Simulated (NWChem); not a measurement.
System: C$_{2}$H$_{4}$BCl; SMILES C=CBCl

```xyz
8

B     -0.5345     0.0316    -0.0014
H     -1.7330    -0.1100    -0.0025
Cl     0.0776     1.6758     0.0005
C      0.4236    -1.1727    -0.0014
C     -0.0661    -2.4251     0.0012
H      1.5108    -1.0300    -0.0027
H      0.5767    -3.3125     0.0022
H     -1.1465    -2.6080     0.0026
```
Atoms are numbered in this order, from 1.

Results from NWChem. Coordinates come from a PBE0/def2-SVP optimisation. Vertical excitations in the gas phase; the lowest state need not have the same character in each row.

| level | lowest excitation, singlet (eV) | lowest state with f > 0.02, singlet (eV) | orbital gap (eV) |
|---|---|---|---|
| PBE/def2-SVPD, full TDDFT | 4.13 | 5.59 | 4.03 |
| B3LYP/def2-SVPD, full TDDFT | 4.70 | 5.83 | 5.94 |
| Hartree-Fock/def2-SVPD, TDHF | (withheld) | (withheld) | (withheld) |

Question: Complete the blanks.

Answer: 
- Hartree-Fock/def2-SVPD, TDHF, lowest excitation, singlet (eV): 6.36
- Hartree-Fock/def2-SVPD, TDHF, lowest state with f > 0.02, singlet (eV): 6.44
- Hartree-Fock/def2-SVPD, TDHF, orbital gap (eV): 12.43
